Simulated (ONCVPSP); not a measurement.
## Before and after: ONCV potential for I

- Element: iodine
- Generator: ONCVPSP 4.0.1
- Type: optimised norm-conserving Vanderbilt (ONCV)
- Functional: PBE
- Relativity: fully relativistic
- Frozen core: [Kr] 4d10
- Valence charge: 7
- Reference configuration: 5s2 5p4 (charge +1)
- Partial waves: 5s: rc 1.75 bohr, ncon 4, nbas 9, qcut 3.2 1/bohr, local; 5p: rc 1.75 bohr, ncon 3, nbas 7, qcut 5 1/bohr, 2 projectors, debl 0.7 Ha
- Local potential: the s channel
- Core correction: Teter function, fcfact 1.75, rcfact 1.5

Open shells are filled in proportion to 2j + 1.

Change: core correction Teter function, fcfact 6.2, rcfact 1.5.

Cutoffs: the cutoffs (Ha) at which the residual kinetic energy of the hardest occupied pseudo-wave falls to 1 and 0.1 mHa per electron; they do not see the model core or the augmentation charge, which bear on the density cutoff. Errors are all-electron minus pseudo energies relative to the spin-unpolarised reference configuration.

Task: How do hardness, ghosts and transferability respond?

Result: The potential gets neither clearly harder nor softer (44 Ha and 76 Ha → 44 Ha and 76 Ha); of the 4 tests that both files solve, the error grows in 4 and shrinks in 0 by more than 15 % and 0.3 meV (median size 12.3 → 29.6 meV); neither file shows a bound ghost. A model core, the more so a compact one, raises the density cutoff, which this test does not measure.

```tsv
quantity	base	changed
cutoff, loose	44 Ha	44 Ha
cutoff, tight	76 Ha	76 Ha
bound ghosts	none	none
GHOST(+) flags under 300 eV	none	none
error for 5s2 5p5, meV [ΔE -11.16 eV]	-6.2	-19
error for 5s2 5p3, meV [ΔE 19.88 eV]	-16	-40
error for 5s2 5p2, meV [ΔE 49.24 eV]	-79	-208
error for 5s1 5p5, meV [ΔE 10.93 eV]	-9.2	-16
s: phases at 1.77 bohr within 0.05 rad from the reference energy up to (Ha; the scan ends near 5)	1.4	1.4
p3/2: phases at 1.77 bohr within 0.05 rad from the reference energy up to (Ha; the scan ends near 5)	3.8	3.8
p1/2: phases at 1.77 bohr within 0.05 rad from the reference energy up to (Ha; the scan ends near 5)	4.0	4.0
rms error of d²Exc/dni dnj with the model core, mHa	4.90	0.89
```
